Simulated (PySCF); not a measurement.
## Computed structure and properties of Bi2O2(OH)2

System: Bi2O2(OH)2 (singlet; a saddle point, relaxed within its symmetry); start: displaced along the imaginary mode (Cs). Method: PySCF 2.14.0, RKS PBE, Bi def2-SVP with ECP60, O def2-SVP, H def2-SVP; non-relativistic Hamiltonian with scalar-relativistic core potentials where named; density fitting; no spin-orbit coupling.

Input of the relaxation:

```python
mol = gto.M(atom='''
Bi    -0.13675     0.01471     1.69691
Bi    -0.13675     0.01471    -1.69691
O      1.17713     0.11457     0.00000
O     -1.52589    -0.25000    -0.00000
O      1.80527    -0.11366     2.69146
H      2.47381    -0.17134     1.97119
O      1.80527    -0.11366    -2.69146
H      2.47381    -0.17134    -1.97119''',
    basis={'Bi': 'def2-SVP', 'O': 'def2-SVP', 'H': 'def2-SVP'},
    ecp={'Bi': 'def2-SVP'},
    charge=0, spin=0)
mf = dft.RKS(mol, xc='PBE')
mf.grids.atom_grid = (50, 194)
mf = mf.density_fit()  # fitting sets: Bi def2-universal-JKFIT, O def2-universal-JKFIT, H def2-universal-JKFIT
mf.conv_tol = 1e-08; mf.max_cycle = 55
mf.kernel(dm0)  # dm0: converged density of the start geometry
# quasi-Newton relaxation in Cartesian coordinates to a largest gradient under 0.00045 Eh/bohr, steps kept in the point group
```

Run from Python with OMP_NUM_THREADS=2; the lines above give its settings. Where DIIS fails, smearing, a level shift and second-order steps follow.
It took 2.4 min on 2 threads of Arm Neoverse V1 (shared host), from the converged density of the start.

Course of the relaxation:

```json
{"step": "0", "energy above end (eV)": "1.6721", "largest force component within the symmetry (eV/Å)": "0.485"}
{"step": "1", "energy above end (eV)": "1.3535", "largest force component within the symmetry (eV/Å)": "0.847"}
{"step": "2", "energy above end (eV)": "1.0740", "largest force component within the symmetry (eV/Å)": "1.452"}
{"step": "3", "energy above end (eV)": "0.6480", "largest force component within the symmetry (eV/Å)": "0.961"}
{"step": "4", "energy above end (eV)": "0.3872", "largest force component within the symmetry (eV/Å)": "0.785"}
{"step": "5", "energy above end (eV)": "0.2287", "largest force component within the symmetry (eV/Å)": "0.682"}
{"step": "6", "energy above end (eV)": "0.1230", "largest force component within the symmetry (eV/Å)": "0.539"}
{"step": "7", "energy above end (eV)": "0.1000", "largest force component within the symmetry (eV/Å)": "0.473"}
{"step": "15", "energy above end (eV)": "0.0018", "largest force component within the symmetry (eV/Å)": "0.045"}
{"step": "16", "energy above end (eV)": "0.0017", "largest force component within the symmetry (eV/Å)": "0.163"}
{"step": "17", "energy above end (eV)": "0.0005", "largest force component within the symmetry (eV/Å)": "0.034"}
{"step": "18", "energy above end (eV)": "0.0003", "largest force component within the symmetry (eV/Å)": "0.026"}
{"step": "19", "energy above end (eV)": "0.0001", "largest force component within the symmetry (eV/Å)": "0.014"}
{"step": "20", "energy above end (eV)": "0.0000", "largest force component within the symmetry (eV/Å)": "0.012"}
```
(The steps between are left out.)

Relaxed geometry (C2v):

```xyz
8

Bi   -0.0690    0.4296    1.6232
Bi   -0.0690    0.4296   -1.6232
O     0.6218    1.6430    0.0000
O    -0.6104   -0.8581    0.0000
O     1.7559   -0.4567    2.2237
H     2.2753   -0.7033    1.4311
O     1.7559   -0.4567   -2.2237
H     2.2753   -0.7033   -1.4311
```

```tsv
contact	Å
Bi1–O3 (O)	2.141
Bi1–O4 (O)	2.142
Bi1–O5 (OH)	2.116
Bi2–O7 (OH)	2.116
```

On the finer grid (75, 302):

The HOMO is -6.00 eV. The LUMO is -2.66 eV, the dipole about the centre of mass is 2.87 D and the set of Mulliken populations of Bi1 outside the core potential is s 3.89, p 7.95, d 10.22. The D3(BJ) dispersion energy (not in the energies) is -0.229 eV.

```
atom  Mulliken (e)  Löwdin (e)  spin (e)
 Bi1          0.94        0.81      0.00
 Bi2          0.94        0.81      0.00
  O3         -0.65       -0.55      0.00
  O4         -0.65       -0.55      0.00
  O5         -0.46       -0.32      0.00
  H6          0.17        0.06      0.00
  O7         -0.46       -0.32      0.00
  H8          0.17        0.06      0.00
```

On the grid (50, 194), as all that follows. Harmonic modes: 1 unstable, so a saddle point once the symmetry is let go (counted below −25 cm⁻¹); lowest -147 cm⁻¹ (negative: unstable), highest 3684 cm⁻¹, zero-point energy 0.815 eV.

Rigid scan of O along the line from its metal, all other atoms held (where the atom bridges, its other bond changes as well):

```
distance to O3 (Å)  energy (eV)
              1.84        1.042
              1.94        0.392
              2.04        0.084
              2.14        0.000
              2.24        0.063
              2.34        0.221
              2.44        0.435
              2.59        0.813
```

Taking off one OH (charge -1, singlet; the rest: singlet) in vacuum, both parts rigid, costs 10.64 eV; the small basis without counterpoise inflates it. Most of it is the attraction of opposite charges; other ways to part are cheaper, and one spin state was tried for the rest.

Rigid scan of OH along the line from its metal, all other atoms held (where the atom bridges, its other bond changes as well):

(distance to O5 (Å), energy (eV)): (1.82, 1.233), (1.92, 0.462), (2.02, 0.098), (2.12, 0.000), (2.22, 0.071), (2.32, 0.246), (2.52, 0.742), (2.82, 1.545), (3.22, 2.435), (3.72, 3.199)

One start shape was tried, so this needn't be the lowest isomer.
